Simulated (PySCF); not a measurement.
**Working out the excitation energy of Te**

Te [Kr] 4d10 5s2 5p4 (3P) → Te [Kr] 4d10 5s2 5p3 6s1 (5S). Calculation: PySCF 2.14, in aug-cc-pwCVDZ-PP with ECP28MDF; a scalar-relativistic core potential. Frozen: nothing. Energies in hartree (1 hartree = 27.21139 eV):

```
             part   Te (lower)   Te (upper)
              UHF  -266.998935  -266.824096
MP2 opposite-spin    -0.310939    -0.303468
    MP2 same-spin    -0.175929    -0.180523
```

Problem. What does Hartree-Fock give?

Solution. (-266.824096) − (-266.998935) = 0.174839 hartree = 4.758 eV.

Problem. What do MP2 and SCS-MP2 (6/5 opposite-spin, 1/3 same-spin) give?

Solution. The opposite-spin parts differ by 0.203 eV and the same-spin parts by -0.125 eV. MP2: 4.758 + (0.203) + (-0.125) = 4.836 eV. SCS-MP2: 4.758 + 1.2 × (0.203) + (-0.125)/3 = 4.960 eV.

Measured between the centres of the two terms (NIST): 5.226 eV, so MP2 (valence and next inner shell) is off by -0.390 eV.

A double-zeta basis recovers only part of the correlation energy.

What remains against the reference includes basis incompleteness and correlation beyond second order.
